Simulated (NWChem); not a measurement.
System: C2H6OTi; SMILES [CH3][Ti]([CH3])=[O]

```xyz
10

Ti     0.1123     0.3639     0.0000
O      1.5799    -0.2301     0.0000
C     -0.8722    -0.3050    -1.7161
H     -1.0372    -1.3903    -1.5884
H     -1.8612     0.1750    -1.8351
H     -0.2871    -0.1698    -2.6409
C     -0.8722    -0.3050     1.7161
H     -1.8612     0.1750     1.8351
H     -1.0372    -1.3903     1.5884
H     -0.2871    -0.1698     2.6409
```
Atoms are numbered in this order, from 1.

Computed with NWChem. Coordinates come from a PBE0/def2-SVP optimisation. No frequency run checked for a minimum. GIAO values for the isolated, static molecule; σ is the absolute isotropic shielding, δ = σ(reference) − σ with the isolated reference molecule computed at the same levels (13C: tetramethylsilane, 1H: tetramethylsilane, 17O: water).

Q: Order these by “δ C3 (ppm)”, lowest first: LDA (Slater exchange, VWN5)/pcSseg-1; PBE0/pcSseg-1; PBE/pcSseg-1.

A: PBE0/pcSseg-1 (47.0), PBE/pcSseg-1 (49.2), LDA (Slater exchange, VWN5)/pcSseg-1 (56.0)
